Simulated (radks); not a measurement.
Q: The mean radii <r> (bohr) of the occupied orbitals of an atom or ion are listed with their occupations. Method: Dirac Kohn-Sham, PBE, spin-unpolarised, spherical densities, point nucleus; computed with a radial shooting solver on a logarithmic mesh with Libxc functionals.

orbital     occ.     <r>
1s1/2          2  0.1763
2s1/2          2  0.9614
2p1/2    1.33333  0.9821
2p3/2    2.66667  0.9838

Name the element and its charge. Open shells, if any, are shared by 2j + 1.

A: Z = 9, fluorine, charge +1: F+ in [He] 2s2 2p4. The 1s radius gives Z: for a bare nucleus <r> = (2 gamma + 1)/(2Z) with gamma = sqrt(1 - (Z/c)^2), 0.1664 bohr for Z = 9, and screening makes it slightly larger (0.1763 here). The occupations add up to 8, and the charge is Z minus that.
